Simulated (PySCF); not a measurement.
C₆H₈ClF.
Z-matrix (Å and degrees, GFN2-xTB geometry), rows numbered from 1:
```
C 
C   1  1.3192
C   2  1.5054  1  126.59
C   3  1.5300  2  113.45  1    12.28
F   4  1.3730  3  109.54  2   168.27
C   3  1.5087  2  109.46  1  -111.40
C   6  1.3201  3  125.50  2  -122.62
Cl  6  1.7347  3  113.96  2    57.46
H   1  1.0766  2  121.00  3   178.96
H   1  1.0761  2  123.04  3    -1.13
H   2  1.0824  1  120.01  3  -177.95
H   3  1.0962  2  108.71  1   131.69
H   4  1.0943  3  110.86  2    50.79
H   4  1.0936  3  111.87  2   -73.32
H   7  1.0756  6  120.78  3    -0.12
H   7  1.0752  6  122.08  3  -179.22
```

Computed at PBE0/pcSseg-1 (PySCF, non-relativistic), with Q(35Cl) = −0.0817 b: Cl8, 35Cl (I = 3/2): χzz = -72.63 MHz, η = 0.110.

(1) Find the zero-field quadrupole resonance frequencies of 35Cl at Cl8.

(2) Apply the simplest Townes–Dailey estimate (no s hybridisation, no π bonding), ionic character = 1 − χzz/χ0, where χ0 is the coupling for one missing p electron along the bond: −109.74 MHz for 35Cl.

Answers

(1) From ν = (|χ|/2)√(1 + η²/3): ν = 36.39 MHz (vinyl chlorine). For 37Cl the ratio of quadrupole moments, 0.7881, gives 28.68 MHz.

(2) Cl8 on C6: 1 − (-72.63)/(-109.74) = 0.34. In this model a purely covalent bond gives χ0 and a free halide ion gives zero; s hybridisation or π bonding, where present, is counted here as ionic character.

In a crystal, neighbours and librations shift these lines. Geometry: GFN2-xTB, one conformer, isolated molecule. GFN2-xTB bond lengths can be off by several hundredths of an ångström, more for odd bonds, and the gradients follow them. With a basis this small, the couplings can be 20 % off.
